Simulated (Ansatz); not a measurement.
`COC(F)[TeH]` + `[SiH3][SeH]` → `[SeH][SiH2][TeH]` + `COCF`  (formal exchange of groups at a Te–C bond)

Computed with Ansatz on PBE0-D4/def2-TZVP structures; ΔE is electronic, products minus reactants. CCSD(T)/CBS adds triple-zeta CCSD(T) − MP2 to the extrapolated MP2 energy (def2 sets, frozen cores). DFT in def2-TZVPP. Elements past krypton have def2 core potentials. For Se, Te outer-core shells are correlated without core-valence functions, which leaves a few kJ/mol of doubt a bond. Scalar relativity is left out up to krypton. Each species was taken in one conformer, which may not be the lowest.

`COC(F)[TeH]`:

Z-matrix (Å, degrees):
```
C
O 1 1.421
H 1 1.088 2 106.5
H 1 1.092 2 111.1 3 119.4
H 1 1.096 2 110.6 3 -118.8
C 2 1.359 1 113.7 3 175.1
Te 6 2.163 2 109.3 1 -169.8
F 6 1.378 2 110.4 1 68.0
H 6 1.099 2 112.7 1 -50.4
H 7 1.655 6 91.3 2 -40.2
```

`[SiH3][SeH]`:

```xyz
6

Si    0.496   -0.256   -0.139
Se   -1.011    1.448    0.000
H     0.904   -0.733    1.207
H     1.663    0.325   -0.845
H    -0.048   -1.399   -0.913
H    -2.005    0.616    0.690
```

`[SeH][SiH2][TeH]`:

```xyz
7

Se   -0.894    1.314   -1.109
Si    0.158    0.121    0.521
Te   -0.705   -2.209    0.462
H     0.061    2.431   -1.022
H     1.626    0.181    0.314
H    -0.169    0.606    1.885
H    -0.076   -2.445   -1.053
```

`COCF`:

Z-matrix (Å, degrees):
```
C
O 1 1.414
H 1 1.097 2 110.8
H 1 1.089 2 107.0 3 118.9
H 1 1.093 2 111.3 3 -121.6
C 2 1.362 1 114.0 3 55.1
F 6 1.383 2 111.4 1 70.0
H 6 1.099 2 112.1 1 -48.8
H 6 1.091 2 107.6 1 -172.1
```

```json
{"species": "`COC(F)[TeH]`", "LC-ωPBE energy (Eh)": "-522.27508"}
{"species": "`[SiH3][SeH]`", "LC-ωPBE energy (Eh)": "-2693.05837"}
{"species": "`[SeH][SiH2][TeH]`", "LC-ωPBE energy (Eh)": "-2961.14158"}
{"species": "`COCF`", "LC-ωPBE energy (Eh)": "-254.23655"}
```

(1) Work out ΔE.

(2) What do rigid-rotor, harmonic-oscillator terms from PBE0-D4/def2-TZVP frequencies (298.15 K, 1 bar) make of the CCSD(T)/CBS value? (Estimate.)

Largest T1 diagnostic among the species: 0.012.

Answers

(1) ΔE = (-2961.14158) + (-254.23655) − (-522.27508) − (-2693.05837) = -0.04468 Eh = -1.22 eV. CCSD(T)/CBS gives -1.19 eV.

(2) Computed: ΔZPE = +0.12 eV, ΔH = -1.07 eV, ΔS = 1 J/(mol·K), ΔG = -1.08 eV.

From PBE to PBE0 (25 % exact exchange), in def2-TZVPP and without D4, ΔE moves by −0.08 eV. In def2-TZVPP, CCSD(T) changes the Hartree–Fock value by +0.13 eV (the triples alone add +0.02 eV) and MP2 by +0.06 eV. Leaving LDA and LC-ωPBE aside and taking each functional with its dispersion term where it has one, the values, not all of them listed here, spread over 0.20 eV, from PBE-QIDH to BLYP-D4.
